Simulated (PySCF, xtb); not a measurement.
Be(Et) (C₂H₅Be), SMILES [Be+][CH2]C, charge +1.

Harmonic wavenumbers (cm⁻¹) from xtb 6.7.1 with GFN2-xTB at its own minimum, in rising order: 156, 205, 364, 695, 858, 943, 1014, 1102, 1124, 1264, 1398, 1442, 1458, 2666, 2702, 3028, 3090, 3092.

### Question
What does PBE-D3(BJ)/def2-TZVP run with PySCF 2.14.0 give at its own minimum? (The exact figures need the calculation; the answer reports its results.)

### Answer
218, 272, 589, 739, 897, 917, 953, 1094, 1188, 1346, 1355, 1407, 1440, 2938, 2960, 2988, 3046, 3086. Paired by order, the mean absolute difference is 77 cm⁻¹ and the zero-point energies are 38.0 and 39.2 kcal/mol.
